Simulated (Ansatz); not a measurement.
# Reading a saddle point

A first-order saddle point of BH₃BrClO₂, closed shell, PBE0-D4/def2-TZVP, with one imaginary mode of 665i cm⁻¹:

```csv
atom,x (Å),y (Å),z (Å)
B1,-0.4111,-0.0690,0.2715
Br2,0.7845,1.6936,-0.7378
O3,-1.5758,-0.2580,-0.3660
O4,-0.3196,0.0199,1.6066
H5,1.3790,0.0863,-0.8903
Cl6,1.1081,-1.3586,-0.5145
H7,-1.5252,-0.2892,-1.3224
H8,0.5604,0.1750,1.9529
```

Computed with Ansatz 0.2.0 (basis: def2-TZVPP and def2-QZVPP); correlated methods freeze the cores. Filled d shells of the heavier atoms are correlated. The def2 sets are not built for correlating such inner shells, so the correlated values are less sure here. Extrapolation: Hartree–Fock as exp(−7.88 √X), correlation as X^−2.97.

(1) Which contacts change along the imaginary mode, and what lies on either side? (A judgement: the text doesn't fix the answer.)

(2) Which side is lower, and how far does the saddle lie above each? (Judge from chemistry; the value comes from the calculation.)

T1 diagnostic: at most 0.011.

## Answers

(1) The calculation gives: The step is BH₂BrO₂ ([OH][B]([OH])[Br]) + HCl → BH₂ClO₂ ([OH][B]([OH])[Cl]) + HBr, with the molecules in contact on both sides. Shortening one way: B1–Cl6, Br2–H5; lengthening the same way: B1–Br2, H5–Cl6.
```json
{"pair": "B1–Cl6", "one side (Å)": "4.03", "saddle (Å)": "2.14", "other side (Å)": "1.80"}
{"pair": "Br2–H5", "one side (Å)": "2.56", "saddle (Å)": "1.72", "other side (Å)": "1.43"}
{"pair": "B1–Br2", "one side (Å)": "1.97", "saddle (Å)": "2.36", "other side (Å)": "4.11"}
{"pair": "H5–Cl6", "one side (Å)": "1.29", "saddle (Å)": "1.52", "other side (Å)": "2.56"}
```

(2) By the calculation: The side with B1–Cl6, Br2–H5 short is lower by 3.23 kcal/mol; the saddle lies 33.22 kcal/mol above it and 29.99 kcal/mol above the other (CCSD(T) at an estimated basis limit (MP2 extrapolated from triple and quadruple zeta, plus CCSD(T) − MP2 in triple zeta); electronic energies).

Labels in which every atom is bracketed show which atoms are joined, not bond orders.

For scale, one of the runs: CCSD(T)/def2-TZVPP, 225 basis functions, launched by `ansatz run in.yaml --threads 8 --pin off --events-out ev --progress --plain --max-ram 19148MiB`. Hardware: 8 CPU threads of an Arm Neoverse V2, shared host. Wall time 85 s; peak host memory 4 GiB.
